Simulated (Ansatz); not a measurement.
Geometry optimisation of `S[SiH]1C[SiH2]1`.

```yaml
crystal:
  periodic: [false, false, false]
  atoms:
    - {symbol: S, position_ang: [-2.577253, 0.080294, -0.303193]}
    - {symbol: Si, position_ang: [-0.627162, 0.600690, 0.445686]}
    - {symbol: C, position_ang: [0.874383, 0.186507, -0.668398]}
    - {symbol: Si, position_ang: [0.830771, -1.110641, 0.753165]}
    - {symbol: H, position_ang: [-2.658750, 1.116040, -1.190549]}
    - {symbol: H, position_ang: [-0.548903, 1.897507, 1.197933]}
    - {symbol: H, position_ang: [1.713865, 0.907954, -0.656667]}
    - {symbol: H, position_ang: [0.669338, -0.178030, -1.692058]}
    - {symbol: H, position_ang: [0.459021, -2.510234, 0.366156]}
    - {symbol: H, position_ang: [1.947891, -1.041089, 1.751124]}
basis:
  gaussian: {orbitals: def2-TZVP}
hamiltonian: {xc: pbe0, dispersion: d4}
relax: {f_tol: 0.005, max_steps: 150}
```

```sh
$ ansatz run in.yaml --threads 2 --pin off --events-out ev --progress --plain --max-ram 4352MiB
```

Output, abridged:

```
Functional definition: PBE0
  name "PBE0"
  cite "Adamo & Barone, J. Chem. Phys. 110, 6158 (1999) doi:10.1063/1.478522"
  cite "Perdew, Burke & Ernzerhof, Phys. Rev. Lett. 77, 3865 (1996) doi:10.1103/PhysRevLett.77.3865"
  parent pbe
  parameter a = 0.25
  parameter kappa = 0.804
  parameter beta = 0.06672455060314922
  exchange = (1 - a)*pbe_x(kappa = kappa, mu = beta*pi^2/3) + a*exact_x
  correlation = pbe_c(beta = beta)
mean field -27714.66700567 eV, -1018.4952267824 hartree, gradient 1.5e-5 eV, S^2 0.000000; 0 other end points of the search recorded, 0 dependent functions left out
the calculation of the forces begins
relax step   1: F+E_penalty+E_count = -27714.88950573 eV  Δ(F+E_penalty+E_count) = +0.000e0 eV  max|allowed force component| = 5.551e-1 eV/Å  Δτ_max = 0.0000 Å  (28 SCF iters, accepted)
these checks for a lower state are left out or cut short: starts, cluster_reference, orbital_swaps, neighbouring_geometries, increment
mean field -27714.70581648 eV, -1018.4966530533 hartree, gradient 9.6e-6 eV, S^2 0.000000; 0 other end points of the search recorded, 0 dependent functions left out
the calculation of the forces begins
relax step   2: F+E_penalty+E_count = -27714.92948089 eV  Δ(F+E_penalty+E_count) = -3.998e-2 eV  max|allowed force component| = 1.594e-1 eV/Å  Δτ_max = 0.0311 Å  (31 SCF iters, accepted)
these checks for a lower state are left out or cut short: starts, cluster_reference, orbital_swaps, neighbouring_geometries, increment
mean field -27714.70922823 eV, -1018.4967784328 hartree, gradient 9.2e-6 eV, S^2 0.000000; 0 other end points of the search recorded, 0 dependent functions left out
the calculation of the forces begins
relax step   3: F+E_penalty+E_count = -27714.93352523 eV  Δ(F+E_penalty+E_count) = -4.044e-3 eV  max|allowed force component| = 5.111e-2 eV/Å  Δτ_max = 0.0304 Å  (31 SCF iters, accepted)
these checks for a lower state are left out or cut short: starts, cluster_reference, orbital_swaps, neighbouring_geometries, increment
mean field -27714.71005185 eV, -1018.4968087003 hartree, gradient 9.1e-6 eV, S^2 0.000000; 0 other end points of the search recorded, 0 dependent functions left out
the calculation of the forces begins
relax step   4: F+E_penalty+E_count = -27714.93414229 eV  Δ(F+E_penalty+E_count) = -6.171e-4 eV  max|allowed force component| = 2.661e-2 eV/Å  Δτ_max = 0.0274 Å  (31 SCF iters, accepted)
these checks for a lower state are left out or cut short: starts, cluster_reference, orbital_swaps, neighbouring_geometries, increment
mean field -27714.71029648 eV, -1018.4968176903 hartree, gradient 9.1e-6 eV, S^2 0.000000; 0 other end points of the search recorded, 0 dependent functions left out
the calculation of the forces begins
relax step   5: F+E_penalty+E_count = -27714.93438069 eV  Δ(F+E_penalty+E_count) = -2.384e-4 eV  max|allowed force component| = 1.114e-2 eV/Å  Δτ_max = 0.0086 Å  (32 SCF iters, accepted)
these checks for a lower state are left out or cut short: starts, cluster_reference, orbital_swaps, neighbouring_geometries, increment
mean field -27714.71042575 eV, -1018.4968224408 hartree, gradient 9.2e-6 eV, S^2 0.000000; 0 other end points of the search recorded, 0 dependent functions left out
the calculation of the forces begins
relax step   6: F+E_penalty+E_count = -27714.93441427 eV  Δ(F+E_penalty+E_count) = -3.358e-5 eV  max|allowed force component| = 1.567e-2 eV/Å  Δτ_max = 0.0163 Å  (31 SCF iters, accepted)
these checks for a lower state are left out or cut short: starts, cluster_reference, orbital_swaps, neighbouring_geometries, increment
mean field -27714.71054290 eV, -1018.4968267461 hartree, gradient 2.2e-5 eV, S^2 0.000000; 0 other end points of the search recorded, 0 dependent functions left out
the calculation of the forces begins
relax step   7: F+E_penalty+E_count = -27714.93449441 eV  Δ(F+E_penalty+E_count) = -8.014e-5 eV  max|allowed force component| = 8.880e-3 eV/Å  Δτ_max = 0.0025 Å  (22 SCF iters, accepted)
these checks for a lower state are left out or cut short: starts, cluster_reference, orbital_swaps, neighbouring_geometries, increment
mean field -27714.71062007 eV, -1018.4968295818 hartree, gradient 9.1e-6 eV, S^2 0.000000; 0 other end points of the search recorded, 0 dependent functions left out
the calculation of the forces begins
relax step   8: F+E_penalty+E_count = -27714.93450580 eV  Δ(F+E_penalty+E_count) = -1.139e-5 eV  max|allowed force component| = 1.528e-2 eV/Å  Δτ_max = 0.0075 Å  (32 SCF iters, accepted)
these checks for a lower state are left out or cut short: starts, cluster_reference, orbital_swaps, neighbouring_geometries, increment
mean field -27714.71072294 eV, -1018.4968333622 hartree, gradient 2.6e-5 eV, S^2 0.000000; 0 other end points of the search recorded, 0 dependent functions left out
the calculation of the forces begins
relax step   9: F+E_penalty+E_count = -27714.93456985 eV  Δ(F+E_penalty+E_count) = -6.404e-5 eV  max|allowed force component| = 2.858e-3 eV/Å  Δτ_max = 0.0049 Å  (22 SCF iters, accepted)
mean field -27714.71072294 eV, -1018.4968333622 hartree, gradient 2.9e-5 eV, S^2 0.000000; 1 other end points of the search recorded, 0 dependent functions left out
the calculation of the forces begins
Total energy: -27714.93460308 eV, -1018.5050608056 hartree
Atom 0 at    -2.557114     0.101135    -0.322953 Å, force     0.000596    -0.002494     0.001717 eV/Å
Atom 1 at    -0.628630     0.573129     0.436897 Å, force    -0.000948    -0.000173     0.000937 eV/Å
Atom 2 at     0.860763     0.175663    -0.659772 Å, force     0.000097     0.001648    -0.000488 eV/Å
Atom 3 at     0.831267    -1.101948     0.747638 Å, force     0.002152     0.002053     0.002795 eV/Å
Atom 4 at    -2.629576     1.153760    -1.158300 Å, force    -0.000599     0.002611    -0.002071 eV/Å
Atom 5 at    -0.555095     1.857181     1.173751 Å, force     0.002308    -0.001684    -0.001326 eV/Å
Atom 6 at     1.678645     0.894212    -0.659320 Å, force     0.000842     0.001063     0.001829 eV/Å
Atom 7 at     0.656059    -0.196680    -1.661222 Å, force    -0.001768    -0.002038    -0.000410 eV/Å
Atom 8 at     0.499912    -2.493401     0.365072 Å, force     0.000178    -0.001460    -0.001160 eV/Å
Atom 9 at     1.926970    -1.014054     1.741408 Å, force    -0.002858     0.000474    -0.001823 eV/Å
Dipole moment:     0.182064     0.162600    -0.140874 e Å
```

Run time 40 s (2 threads of an AMD EPYC 7B13 on a shared host); peak host memory 0.49 GiB.
